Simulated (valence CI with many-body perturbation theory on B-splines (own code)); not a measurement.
## Mo IX: magnetic and hyperfine properties of the levels

Computed by configuration interaction combined with many-body perturbation theory (CI+MBPT): six valence electrons over a frozen Dirac-Fock core [Ar] 3d10, a basis of 9 s, 9 p, 8 d, 6 f, 3 g, 1 h functions for each j, with the one-electron correlation potential Σ1 (screened to all orders), the two-electron term Σ2, the three-electron term Σ3, Breit, model QED; selected single and double excitations, second order for the rest, scaled by the run's own slope (own B-spline code, finite nucleus).

No measured spectrum was set against this ion. As an estimate, levels hold to about 250 cm⁻¹ or 0.2 % of their energy and the worst to 1 %, as in measured heavy ions of charge 2 to 7; those with d or f electrons hold less well. Among the levels kept, up to 890 cm⁻¹ of a level comes from second order outside the variational space, and about a tenth of that is noise between levels of different J, which matters for small intervals.

A/g_I is the dipole constant over the nuclear g factor μ/I (μ in nuclear magnetons, uniformly magnetised nucleus), B/Q the quadrupole constant per barn. Both hold the static response of the core; the bare values leave it out. Large factors of s and p1/2 electrons are usually good to 5 to 10 %; those of open d and f shells near neutrality can be off by tens of per cent, and small factors of p3/2, d and f electrons come from cancelling terms and can be off by a factor of two or in sign, in half-filled shells by more. B is blank for J = 1/2, where it vanishes, and for nearly pure S terms. Energies count from the lowest level. Levels with J = 0 are left out.

Names give the largest LS component (configuration and term), which can be under half, so a name can repeat, a term be missing and a line seem to break the LS rules; names also repeat where a configuration has a term twice. Letters in brackets count levels of one name in rising energy.

```csv
Level,E (cm⁻¹),g,A/g_I (MHz),A/g_I bare,B/Q (MHz/b),B/Q bare
4s2 4p4 3P_2,0,1.441,3420,3090,4430,4070
4s2 4p4 3P_1,20542,1.501,-581,-656,-3210,-2950
4s2 4p4 1D_2,35753,1.059,7570,7070,-10900,-10000
4s 4p5 3P°_2,232860,1.500,18500,17300,-5970,-5480
4s 4p5 3P°_1,245870,1.474,11500,10700,2840,2620
4s 4p5 1P°_1,295570,1.024,17000,15900,-5170,-4730
4s2 4p3 4d 5D°_2,323660,1.428,1060,906,-199,-167
4s2 4p3 4d 5D°_3,323770,1.450,950,806,564,493
4s2 4p3 4d 5D°_1,323940,1.484,482,368,-496,-422
4s2 4p3 4d 5D°_4,325930,1.472,453,342,764,605
4s2 4p3 4d 3D°_2 [a],336970,1.042,1270,1190,-580,-564
4s2 4p3 4d 3D°_3,345470,1.292,83.0,45.1,3020,2740
4s2 4p3 4d 3D°_1 [a],347320,0.534,5800,5530,-275,-261
4s2 4p3 4d 3F°_2 [a],350030,0.873,5640,5300,-6540,-6000
4s2 4p3 4d 3F°_3 [a],353430,1.125,4750,4430,-5760,-5280
4s2 4p3 4d 3F°_4 [a],358630,1.207,3780,3520,-5290,-4880
4s2 4p3 4d 3G°_3,362240,0.843,1990,1900,4450,4000
4s2 4p3 4d 3F°_4 [b],365880,1.148,1280,1200,7430,6740
4s2 4p3 4d 3G°_5,370870,1.200,3610,3360,1080,905
4s2 4p3 4d 1G°_4,372130,1.024,4390,4090,208,109
4s2 4p3 4d 3D°_1 [b],380520,0.537,644,714,-1190,-1110
4s2 4p3 4d 1D°_2,381820,0.992,4400,4130,4030,3680
4s2 4p3 4d 3P°_1,388560,1.465,195,165,-728,-659
4s2 4p3 4d 3D°_2 [b],393070,1.148,-855,-777,2890,2610
4s2 4p3 4d 3F°_3 [b],395380,1.064,3390,3170,2620,2330
4s2 4p3 4d 3F°_2 [b],396740,0.842,3760,3560,3280,2980
```

Task: Take the isotope of mass number 97, with I = 5/2, μ = -0.9324 μN and Q = 0.255 b. What is the hyperfine structure of 4s2 4p4 3P_2?

Result: From the table A = -1280 MHz, B = 1130 MHz. Shifts from the centre of gravity in MHz: F = 1/2: 9750, F = 3/2: 7320, F = 5/2: 3560, F = 7/2: -1120, F = 9/2: -6120.
